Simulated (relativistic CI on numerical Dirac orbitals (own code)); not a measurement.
**How well does a small relativistic CI reproduce Sr⁴⁺?**

Computed by Dirac-Coulomb-Breit CI, orbitals from a KLI potential per configuration, model QED (radiative potential, 1s self-energy scaled to tabulated hydrogen-like ionisation energies), valence Slater integrals scaled by 0.85, P86 correlation estimate, and configurations built on the next ion tied to the tabulated ionisation energy (semi-empirical) (own radial code, finite nucleus).

Configurations in the expansion (outside the closed core [Ar] 3d10): 4s²4p⁴, 4s²4p³4d, 4s²4p³5s, 4s²4p³5p, 4s²4p³5d, 4s²4p³6s, 4s²4p³4f, 4s²4p³5f, 4s4p⁵, 4p⁶, 4s²4p²4d², 4s4p⁴4d, 4s4p⁴4f, 4s²4p²4f², 4p⁴4d², 4s²4p³6p, 4p⁵4d, 4s²4p³6d, 4s²4p³5g, 4s4p⁴5s, 4s4p³4d², 4s²4p²4d4f, 4s²4p³6f, 4s4p⁴5p. Levels of other configurations are missing.

```tsv
Configuration	Term (tabulated)	J	Measured (cm⁻¹)	Computed	Error	Purity (%)
4s²4p⁴	3P	2	0.0	0	0	91
4s²4p⁴	3P	1	8307.9	8196	-112	98
4s²4p⁴	3P	0	8718.5	8446	-273	88
4s²4p⁴	1D	2	20310.5	19749	-562	91
4s²4p⁴	1S	0	44050.4	41697	-2353	87
4s4p⁵	3P°	2	154032.3	156247	2214	79
4s4p⁵	3P°	1	160017.5	162052	2035	77
4s4p⁵	3P°	0	164015.7	165952	1936	78
4s²4p³4d	5D°	0	202128.7	195543	-6586	95
4s²4p³4d	5D°	1	202265.2	195681	-6584	95
4s²4p³4d	5D°	2	202321.4	195704	-6617	94
4s²4p³4d	5D°	3	202398.5	195764	-6635	93
4s²4p³4d	5D°	4	202913.0	196262	-6651	95
4s²4p³4d	3D°	2	213783.8	206911	-6873	74
4s²4p³4d	3D°	3	216104.2	209111	-6993	88
4s²4p³4d	3D°	1	216969.2	209894	-7076	96
4s²4p³4d	3F°	2	220549.7	214164	-6385	79
4s²4p³4d	1S°	0	221778.4	214441	-7338	94
4s²4p³4d	3F°	3	222368.3	216022	-6347	87
4s²4p³4d	3F°	4	224844.4	218487	-6357	89
4s²4p³4d	3G°	3	229949.5	224012	-5938	86
4s²4p³4d	3G°	4	230974.2	224901	-6074	76
4s²4p³4d	3G°	5	232585.9	226701	-5885	98
4s²4p³4d	1G°	4	234782.6	228717	-6065	84
4s²4p³4d	1D°	2	241479.5	234495	-6984	78
4s²4p³4d	3D°	1	243576.5	235248	-8329	96
4s²4p³4d	3P°	0	246801.4	238300	-8501	92
4s²4p³4d	3P°	1	248011.9	239850	-8162	91
4s²4p³4d	3D°	2	248383.3	240064	-8319	89
4s²4p³4d	3F°	3	249673.2	243337	-6336	85
4s²4p³4d	3F°	2	250656.5	244070	-6586	87
4s²4p³4d	3F°	4	251233.8	244965	-6268	80
4s²4p³4d	3D°	3	253340.4	244811	-8529	79
4s²4p³4d	3P°	2	255118.5	247157	-7962	83
4s²4p³4d	3S°	1	265178.8	260757	-4422	81
4s²4p³4d	1F°	3	266239.4	257557	-8682	80
4s²4p³5s	5S°	2	266325.3	268885	2560	95
4s²4p³4d	3P°	2	267351.0	261877	-5474	72
4s²4p³4d	3D°	3	271500.2	265431	-6069	87
4s²4p³5s	3S°	1	274951.7	278079	3127	91
4s²4p³4d	3P°	0	275425.4	270715	-4710	77
4s²4p³4d	3D°	2	276821.5	271021	-5800	79
4s²4p³4d	3D°	1	280067.1	274340	-5727	82
4s²4p³4d	1D°	2	285450.0	280386	-5064	83
4s²4p³5s	3D°	1	288831.6	292560	3729	86
4s²4p³5s	3D°	2	289116.7	292829	3713	79
4s²4p³4d	1F°	3	291678.4	285516	-6162	88
4s²4p³5s	3D°	3	291835.6	295433	3597	99
4s²4p³5s	1D°	2	294818.2	298935	4117	83
4s²4p³5s	3P°	0	306607.4	310404	3796	99
4s²4p³5s	3P°	1	307806.5	311406	3599	85
4s²4p³5s	3P°	2	311699.8	315671	3971	79
4s²4p³5p	5P	1	313726.9	316129	2402	91
4s²4p³5p	5P	2	314143.2	316579	2436	86
4s²4p³5s	1P°	1	314735.9	318877	4141	78
4s²4p³5p	5P	3	316119.9	318405	2285	95
4s²4p³5p	3P	1	319834.7	322834	3000	84
4s²4p³5p	3P	2	321239.0	324315	3076	86
4s²4p³5p	3P	0	321640.8	324678	3037	99
4s²4p³5p	3F	2	334364.9	340418	6053	58
4s²4p³5p	3D	2	336695.0	337899	1204	66
4s²4p³5p	1F	3	338691.8	343978	5286	64
```

Measured levels from Sansonetti, J. Phys. Chem. Ref. Data 41, 013102 (2012); pairs were made by configuration, J and term (by order where the table uses no LS term), so strongly mixed levels may be paired wrongly.

Mean error by configuration (cm⁻¹): 4s²4p⁴ -825; 4s4p⁵ 2062; 4s²4p³4d -6643; 4s²4p³5s 3635; 4s²4p³5p 3198. Over the excited levels the mean absolute error is 5035 cm⁻¹ (61 of the 69 excited levels that our extract of the source holds in range could be paired, and the others can miss by more), and the median relative error of those above 1,000 cm⁻¹ is 2.2 %.
